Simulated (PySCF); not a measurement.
Two-dimensional NMR puzzle

Compound of formula C₈H₉FOSi. Correlations simulated from computed shifts and the bond graph:

HSQC (one-bond C–H):
```
  δH     δC
7.81  124.4
7.56  136.6
7.26  121.2
7.14  125.4
6.17  118.5
5.74  118.5
```

COSY cross peaks (H two or three bonds apart, from the bond graph; peaks can be absent where the dihedral angle is near 90°):
```
  δH    δH
7.81  7.14
7.56  6.17
7.56  5.74
7.26  7.14
6.17  5.74
```

HMBC (two and three bonds, from the bond graph):
```
  δH                                 δC
7.81  146.2, 136.6, 134.8, 125.4, 121.2
7.56         146.2, 134.8, 124.4, 118.5
7.26         162.7, 146.2, 125.4, 124.4
7.14         162.7, 134.8, 124.4, 121.2
6.17                       136.6, 134.8
5.74                       136.6, 134.8
5.31                              146.2
```

Carbons without hydrogens: δ 162.7, 146.2, 134.8.

PySCF 2.14 calculation with GIAO PBE0/pcSseg-1 shieldings and structure optimised with GFN2-xTB; relativity neglected, in vacuum, fast rotation and ring inversion assumed for equivalent nuclei, one computed conformer.

Scale: 1H, 13C against TMS (reference shieldings calculated alike).

Exchangeable hydrogens are left out of these lists.

Task: Which molecule is this?

Result: SMILES [SiH3]Oc1c(C=C)cccc1F.

Atoms are numbered as in `[CH2:1]=[CH:2][c:3]1[cH:4][cH:5][cH:6][c:7]([F:8])[c:9]1[O:10][SiH3:11]` (H(Xn): hydrogen on atom n). Ha(C1) is cis to C3; Hb(C1) is trans to C3.

- δC 162.7 is C7, an aromatic carbon bearing fluorine.
- δC 146.2 is C9, an aromatic carbon bearing oxygen.
- δC 136.6 is C2, an alkene CH (δH 7.56).
- δC 134.8 is C3, a substituted aromatic carbon.
- δC 125.4 is C5, an aromatic CH (δH 7.14).
- δC 124.4 is C4, an aromatic CH (δH 7.81).
- δC 121.2 is C6, an aromatic CH (δH 7.26).
- δC 118.5 is C1, a terminal =CH2 carbon (δH 5.74, 6.17).
- HMBC from δH 7.81 reaches the proton-free carbons C9, C3.
- HMBC from δH 7.56 reaches the proton-free carbons C9, C3.
- HMBC from δH 7.26 reaches the proton-free carbons C7, C9.
- HMBC from δH 7.14 reaches the proton-free carbons C7, C3.
- COSY links 7.81–7.14, 7.56–6.17, 7.56–5.74, 7.26–7.14, 6.17–5.74.

This is the structure that produced the data.

Shifts are as computed. Against solution values, carbons near 30 ppm lie about +3 ppm off and those near 130 ppm about +5 ppm. Of 1211 compounds with measured shifts, 218 miss one by over three times the rms of a fit or turn the order of signals round; such compounds aren't used in these exercises.
